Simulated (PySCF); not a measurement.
Method: PySCF 2.14.0, delta-SCF UKS SCAN, pcX-2 on the ionised atom, pcseg-1 elsewhere, spin-free X2C. Geometries: PBE0-D3(BJ)/def2-SVP; isolated species, one conformer each. Values against the vacuum level.

Problem. Order these sites by rising C 1s binding energy.
A. Carbon in `NC=S` (CH3NS)
B. C8 in `[CH3:1][O:2][C:3]1=[CH:4][C:5](=[O:6])[CH2:7][CH2:8]1`
C. C7 in `[N:1]#[C:2][c:3]1[cH:4][cH:5][cH:6][c:7]([O-:8])[cH:9]1`
D. C1 in `[CH3:1][CH2:2][O:3][c:4]1[cH:5][cH:6][cH:7][o:8]1`
E. C2 in `[O:1]=[C:2]1[CH2:3][CH2:4][C:5](=[O:6])[CH2:7][CH2:8]1`

Solution. C (287.18 eV), D (290.88 eV), B (291.25 eV), A (293.01 eV), E (293.51 eV).

From the lowest up, the atoms are bonded to: O and 2 C (aromatic in the SMILES) in a species of charge -1 (287.18); C and 3 H (290.88); 2 C and 2 H (291.25); N, S (double bond) and H (293.01); O (double bond) and 2 C (293.51).

Problem. Order these sites by rising O 1s binding energy.
A. O3 in `[CH3:1][CH2:2][O:3][c:4]1[cH:5][cH:6][cH:7][o:8]1`
B. O2 in `[CH3:1][O:2][C:3]1=[CH:4][C:5](=[O:6])[CH2:7][CH2:8]1`
C. Oxygen in `O=C1CCC(=O)CC1`
D. Oxygen in `N#Cc1cccc([O-])c1`

Solution. D (530.89 eV), C (537.85 eV), A (539.10 eV), B (539.70 eV).

The highest is bonded to 2 C, the lowest to C in a species of charge -1; the range is 8.81 eV.

3 of these hole states are spin-contaminated (⟨S²⟩ up to 0.98, against 0.75; counted from 0.85) and less certain. The basis sets have no added diffuse functions, a weakness for anions.
